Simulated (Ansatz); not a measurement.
Gas-phase electronic energies from Ansatz, PBE0-D4/def2-TZVP geometries. CCSD(T)/CBS adds triple-zeta CCSD(T) − MP2 to the extrapolated MP2 energy (def2 sets, frozen cores). DFT in def2-TZVPP. B3LYP here is the variant with VWN-RPA as its local correlation; programs differ in this. One conformer a species, not always the lowest.

Consider the substitution at a C–C bond: `CCCCc1ccccc1` + `NCF` → `CCNCF` + `CCc1ccccc1`.

```
             level  ΔE (kcal/mol)  difference from CCSD(T)/CBS
            PBE-D4            5.4                         -0.8
         r2SCAN-D4            5.5                         -0.7
           PBE0-D4            5.8                         -0.4
          B3LYP-D4            5.1                         -1.1
           ωB97X-V            5.3                         -0.9
           ωB97M-V            5.7                         -0.5
            B2PLYP            5.2                         -1.0
               PBE            5.0                         -1.2
            r2SCAN            5.2                         -1.0
              PBE0            5.4                         -0.8
             B3LYP            4.6                         -1.6
     HF/def2-TZVPP            4.8                         -1.4
    MP2/def2-TZVPP            6.6                          0.4
SCS-MP2/def2-TZVPP            6.0                         -0.2
   CCSD/def2-TZVPP            5.9                         -0.3
CCSD(T)/def2-TZVPP            6.0                         -0.2
     HF/def2-QZVPP            4.8                         -1.4
    MP2/def2-QZVPP            6.7                          0.5
SCS-MP2/def2-QZVPP            6.1                         -0.1
      HF/CBS(def2)            4.7                         -1.5
     MP2/CBS(def2)            6.8                          0.6
    CCSD/CBS(def2)            6.1                         -0.1
       CCSD(T)/CBS            6.2                            0
```

Largest T1 diagnostic among the species: 0.011.

In def2-TZVPP, CCSD(T) changes the Hartree–Fock value by +1.2 kcal/mol (the triples alone add +0.1 kcal/mol) and MP2 by +1.8 kcal/mol.
